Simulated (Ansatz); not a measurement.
Consider the ligand exchange at the Sc–Cl bond: `[F][Sc]([Cl])[Cl]` + `O[SiH3]` → `[F][Sc]([Cl])[O][SiH3]` + HCl.

Gas-phase electronic energies from Ansatz, PBE0-D4/def2-TZVP geometries. CBS: MP2 limit from def2 TZ/QZ plus the TZ coupled-cluster correction, frozen cores. This one scheme is used for every species. Functionals use def2-TZVPP. B3LYP here is the variant with VWN-RPA as its local correlation; programs differ in this. For Sc outer-core shells are correlated without core-valence functions, which leaves a few kJ/mol of doubt a bond. Scalar relativity is left out up to krypton. Each species was taken in one conformer, which may not be the lowest.

| level | ΔE (kJ/mol) |
| --- | --- |
| B3LYP | 13.6 |
| CCSD(T)/def2-SVP | -9.6 |

Q: What does CCSD(T)/CBS give? (Estimate.)

A: The calculation gave: +7.1 kJ/mol. The listed levels differ from it by 6.5, -16.7 kJ/mol.

Largest T1 diagnostic among the species: 0.015.

Leaving LDA and LC-ωPBE aside and taking each functional with its dispersion term where it has one, the values, not all of them listed here, spread over 9.8 kJ/mol, from CAM-B3LYP-D4 to r2SCAN0-D4. LDA lies −3.7 kJ/mol from PBE without D4. At CCSD(T), def2-SVP lies −16.7 kJ/mol from the extrapolated value and def2-TZVPP +0.7 kJ/mol.
